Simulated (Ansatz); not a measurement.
Correlation energies of `CS[Si](F)(F)F` by basis set

Z-matrix (Å, degrees):
```
C
S 1 1.824
H 1 1.089 2 111.0
H 1 1.089 2 111.0 3 -123.5
H 1 1.089 2 105.8 3 118.3
Si 2 2.080 1 98.2 3 61.9
F 6 1.572 2 109.0 1 179.9
F 6 1.577 2 112.8 1 -59.7
F 6 1.577 2 112.8 1 59.5
```

Charge 0, multiplicity 1. Geometry: relaxed with PBE0-D4/def2-TZVP. It is one conformer, not always the lowest. Frozen core, restricted reference, the Gaussian-basis code of Ansatz. CBS rows extrapolate triple and quadruple zeta; past MP2 they add the triple-zeta difference.

| basis | HF (Eh) | MP2 corr. | CCSD corr. | (T) | CCSD(T) total |
| --- | --- | --- | --- | --- | --- |
| def2-SVP | ? | -0.91352 | ? | -0.01884 | ? |
| def2-TZVPP | -1024.82276 | ? | -1.23462 | -0.04160 | ? |
| def2-QZVPP | -1024.86025 | -1.31638 | – | – | – |
| CBS(def2) | -1024.86541 | -1.39823 | ? | as TZ | ? |

(1) Fill in the withheld values. (An estimate is asked.)

Answers

(1) Ansatz gave: def2-SVP HF (Eh): -1024.12553; def2-SVP CCSD corr.: -0.94862; def2-SVP CCSD(T) total: -1025.09299; def2-TZVPP MP2 corr.: -1.20589; def2-TZVPP CCSD(T) total: -1026.09898; CBS(def2) CCSD corr.: -1.42696; CBS(def2) CCSD(T) total: -1026.33397.
